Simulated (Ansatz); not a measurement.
Ansatz (an electronic-structure program) input (RPA@PBE/cc-pVTZ):

Ansatz 0.2 input:
```yaml
crystal:
  periodic: [false, false, false]
  atoms:
    - {symbol: F, position_ang: [-1.80537450, -1.26737164, 0.18433281]}
    - {symbol: C, position_ang: [-0.70303524, -0.51860568, 0.07300039]}
    - {symbol: C, position_ang: [-0.83437275, 0.86813706, 0.01451946]}
    - {symbol: N, position_ang: [0.24414809, 1.62940031, -0.09580131]}
    - {symbol: C, position_ang: [1.42611875, 1.00949840, -0.14601652]}
    - {symbol: C, position_ang: [1.52422660, -0.37213514, -0.08552505]}
    - {symbol: N, position_ang: [0.43952253, -1.14561407, 0.02580985]}
    - {symbol: H, position_ang: [-1.80754911, 1.34165226, 0.05765699]}
    - {symbol: H, position_ang: [2.30883328, 1.63037846, -0.23620272]}
    - {symbol: H, position_ang: [2.48376784, -0.87355749, -0.12637912]}
basis:
  gaussian:
    orbitals: cc-pVTZ
hamiltonian:
  xc: pbe
magnetization: {spin_polarized: false}
correlation: {method: rpa, electrons: outside_noble_gas}
```

Output:

```
Functional definition: PBE
integrals: 0.55 GiB planned
1506 factors; integrals over basis functions are off by at most 1.1e-3 eV
0.41 GiB of the device are held for the grids
1.16 GiB of device memory are held for the factors and their scratch space
mean field: 1.82 GiB planned
mean field evaluation 1: about -9876.1952 eV, gradient 6.5e1 eV
mean field evaluation 2: about -9876.1812 eV, gradient 6.5e1 eV
mean field evaluation 4: about -9883.3492 eV, gradient 3.1e1 eV
mean field evaluation 8: about -9885.4214 eV, gradient 3.8e-1 eV
mean field evaluation 16: about -9885.4197 eV, gradient 2.0e-3 eV
mean field -9885.41967999 eV, -363.2824726614 hartree, gradient 5.6e-6 eV, S^2 0.000000; 0 other end points of the search recorded, 0 dependent functions left out
7 core orbitals not correlated
reference -9839.46890715 eV, -361.5938129064 hartree; 18, 18 occupied and 227, 227 virtual orbitals, 1506 factors
Total energy: -9891.81916857 eV, -363.5176495291 hartree
```
